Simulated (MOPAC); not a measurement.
Job for MOPAC: AM1 on H2OSi (SMILES O[SiH]), a point of a torsion scan.

```
AM1 1SCF PRECISE CHARGE=0 THREADS=1
H2OSi

O     -0.83134145 1     0.23367953 1     0.23121050 1
Si     0.67328138 1     0.68748272 1    -0.18720622 1
H     -1.37481402 1    -0.44347196 1    -0.17289229 1
H      0.67519636 1     0.39987158 1    -1.65612033 1
```

Output:

```
*******************************************************************************
 **                                                                           **
 **                              MOPAC v23.2.5                                **
 **                                                                           **
 *******************************************************************************
 ** MOPAC's Digital Object Identifier: https://doi.org/10.5281/zenodo.6511958 **
 **                                                                           **
 ** Please cite the open-source release paper for use of this MOPAC version:  **
 ** J. E. Moussa and J. J. P. Stewart (2026)                                  **
 ** MOPAC: An open-source semiempirical molecular orbital program             **
 ** J. Open Source Softw., 11(119), 8025, https://doi.org/10.21105/joss.08025 **
 *******************************************************************************

                              AM1 CALCULATION RESULTS

 *******************************************************************************
 *  AM1        - The AM1 Hamiltonian to be used
 *
 *
 *
 *                 CHARGE ON SYSTEM = 0
 *
 *
 *
 *  PRECISE    - TIGHTER CRITERIA TO BE USED
 *  1SCF       - DO 1 SCF AND THEN STOP
 *  THREADS=1  - MULTI-THREADING NOT USED
 *  T=         - A TIME OF 172800.0 SECONDS REQUESTED
 *  DUMP=N     - RESTART FILE WRITTEN EVERY 7200.0 SECONDS REQUESTED
 *******************************************************************************
AM1 1SCF PRECISE CHARGE=0 THREADS=1
 H2OSi

   ATOM   CHEMICAL          X               Y               Z
  NUMBER   SYMBOL      (ANGSTROMS)     (ANGSTROMS)     (ANGSTROMS)

     1       O         -0.83134145  *   0.23367953  *   0.23121050  *
     2      Si          0.67328138  *   0.68748272  *  -0.18720622  *
     3       H         -1.37481402  *  -0.44347196  *  -0.17289229  *
     4       H          0.67519636  *   0.39987158  *  -1.65612033  *



          CARTESIAN COORDINATES

    NO.       ATOM           X           Y           Z

     1         O         -0.8313      0.2337      0.2312
     2        Si          0.6733      0.6875     -0.1872
     3         H         -1.3748     -0.4435     -0.1729
     4         H          0.6752      0.3999     -1.6561

  H: (AM1): M.J.S. DEWAR ET AL, J. AM. CHEM. SOC. 107 3902-3909 (1985)
  O: (AM1): M.J.S. DEWAR ET AL, J. AM. CHEM. SOC. 107 3902-3909 (1985)
 Si: (AM1): M.J.S.DEWAR, C. JIE, ORGANOMETALLICS, 6, 1486-1490 (1987).

           Empirical Formula: H2 O Si  =     4 atoms



      MOLECULAR POINT GROUP   :   C1


      RHF CALCULATION, NO. OF DOUBLY OCCUPIED LEVELS = 6


 -------------------------------------------------------------------------------
 AM1 1SCF PRECISE CHARGE=0 THREADS=1
 H2OSi



     1SCF WAS SPECIFIED, SO BFGS WAS NOT USED
     SCF FIELD WAS ACHIEVED


                              AM1 CALCULATION
                                                       MOPAC v23.2.5 Linux




          FINAL HEAT OF FORMATION =        -15.76827 KCAL/MOL =     -65.97444 KJ/MOL


          COSMO AREA              =         84.87 SQUARE ANGSTROMS
          COSMO VOLUME            =         70.89 CUBIC ANGSTROMS

          IONIZATION POTENTIAL    =          7.688249 EV
          HOMO LUMO ENERGIES (EV) =         -7.688 -0.460
          NO. OF FILLED LEVELS    =          6
          MOLECULAR WEIGHT        =         46.1007         POINT GROUP:  C1

          MOLECULAR DIMENSIONS (Angstroms)

            Atom       Atom       Distance
            H     4    H     3     2.66716
            H     3   Si     2     1.30817
            H     3    O     1     0.25599


          SCF CALCULATIONS        =          1





   ATOM   CHEMICAL          X               Y               Z
  NUMBER   SYMBOL      (ANGSTROMS)     (ANGSTROMS)     (ANGSTROMS)

     1       O         -0.83134145  *   0.23367953  *   0.23121050  *
     2      Si          0.67328138  *   0.68748272  *  -0.18720622  *
     3       H         -1.37481402  *  -0.44347196  *  -0.17289229  *
     4       H          0.67519636  *   0.39987158  *  -1.65612033  *

                             CARTESIAN COORDINATES

   1    O       -0.831341450     0.233679530     0.231210500
   2   Si        0.673281380     0.687482720    -0.187206220
   3    H       -1.374814020    -0.443471960    -0.172892290
   4    H        0.675196360     0.399871580    -1.656120330


           Empirical Formula: H2 O Si  =     4 atoms



      MOLECULAR POINT GROUP   :   C1


                  EIGENVALUES
 -36.66733 -19.04892 -15.24467 -13.78661 -11.68681  -7.68825  -0.46034   1.48148
   2.52177   5.55696


              NET ATOMIC CHARGES AND DIPOLE CONTRIBUTIONS

  ATOM NO.   TYPE          CHARGE      No. of ELECS.   s-Pop       p-Pop
    1          O          -0.618787        6.6188     1.81064     4.80815
    2         Si           0.732504        3.2675     1.48007     1.78742
    3          H           0.247425        0.7526     0.75258
    4          H          -0.361142        1.3611     1.36114
 DIPOLE           X         Y         Z       TOTAL
 POINT-CHG.     2.035     0.504     1.321     2.478
 HYBRID        -3.004    -2.122    -2.220     4.296
 SUM           -0.969    -1.619    -0.898     2.090


          ATOMIC ORBITAL ELECTRON POPULATIONS

     Atom    s        px        py        pz
    1  O   1.81064   1.50285   1.54117   1.76414
    2 Si   1.48007   0.64303   0.38750   0.75689
    3  H   0.75258
    4  H   1.36114

 **********************
 *                    *
 * JOB ENDED NORMALLY *
 *                    *
 **********************




 == MOPAC DONE ==
```

The run finished.

Cost: around 0.03 core-seconds (rough).
